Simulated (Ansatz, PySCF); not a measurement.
C₆H₁₅O, SMILES CC(C)CC(C)[OH2+], charge +1.

Geometry optimised at PBE-D3(BJ)/def2-SVP. The isomer is the one that the SMILES or the coordinates give; other isomers of the formula were not compared. Other conformers were not sampled.

Vertical ionisation energy (IE) and electron affinity (EA) in eV. Rows of orbital energies are one-electron estimates. Where ΔSCF, EOM or ADC give a negative EA the extra electron is unbound and the value depends on the basis.

| level | IE | EA |
|---|---|---|
| −ε(HOMO), −ε(LUMO), ωB97X/def2-SVP (PySCF) | 15.72 | 2.27 |
| ΔSCF, CAM-B3LYP/def2-SVPD (Ansatz), final states of multiplicity 2 and 2 | … | … |

### Question
What belongs in the gaps? (The exact figures need the calculation; the answer reports its results.)

### Answer

- ΔSCF, CAM-B3LYP/def2-SVPD (Ansatz, an electronic-structure program), final states of multiplicity 2 and 2, IE: 15.55
- ΔSCF, CAM-B3LYP/def2-SVPD (Ansatz), final states of multiplicity 2 and 2, EA: 3.36

### Question
What vertical singlet–triplet gap does ΔSCF give with CAM-B3LYP/def2-SVPD (Ansatz)? (Estimate from the structure and the level; the computed values follow.)

### Answer
8.02 eV (triplet above singlet where positive).
